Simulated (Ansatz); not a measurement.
Na8Li⁻, relaxed as a singlet with RKS r2SCAN/def2-SVPD in Ansatz, starting from packed atoms. Force threshold 0.02 eV/Å.

The restricted singlet is unstable towards broken spin symmetry at other levels; at r2SCAN/def2-SVPD this wasn't settled. Another isomer (singlet) lies 0.42 eV lower at PBE0/def2-TZVPD; other spin states weren't run for this one.

Start:

```xyz
9

Li    1.456    1.121   -0.201
Na   -4.089    0.173   -0.689
Na   -3.227   -3.145    0.328
Na   -1.261    2.470   -1.156
Na    0.038   -3.663    1.300
Na    4.111    1.395    0.755
Na    2.271   -1.481    0.741
Na   -0.986   -0.763    0.049
Na    1.687    3.895   -1.126
```

| step | energy (eV) | largest force component (eV/Å) | SCF passes |
| --- | --- | --- | --- |
| 1 | -35515.9626 | 0.424 | 21 |
| 2 | -35516.1943 | 0.260 | 27 |
| 3 | -35516.3487 | 0.132 | 23 |
| 4 | -35516.4100 | 0.054 | 22 |
| 5 | -35516.4216 | 0.012 | 24 |
| 6 | -35516.4222 | 0.004 | 23 |
| 7 | -35516.4225 | 0.003 | 23 |
| 8 | -35516.4227 | 0.002 | 22 |

Force components are those of the run's own axes.

End:

```tsv
atom	x (Å)	y (Å)	z (Å)
Li1	1.518	1.375	-0.177
Na2	-4.320	-0.092	-0.832
Na3	-3.707	-3.376	0.396
Na4	-1.301	2.526	-1.156
Na5	-0.365	-4.186	1.319
Na6	4.595	1.737	0.415
Na7	2.527	-1.418	1.013
Na8	-0.989	-0.924	0.075
Na9	2.042	4.357	-1.053
```

By distances, no bond broke or formed, bridged metal pairs apart. The bond that changes most is Na5–Na7, from 3.17 to 4.02 Å (atoms count from 1). Metal–metal contacts that move far: Na5–Na7 3.17 to 4.02 Å.

The force fell under the threshold at step 5, but the optimiser went on. No frequencies were taken in this run, so the end may be a saddle point.

Hardware: 4 threads of Arm Neoverse V2 on a shared host. Wall time 48 s.
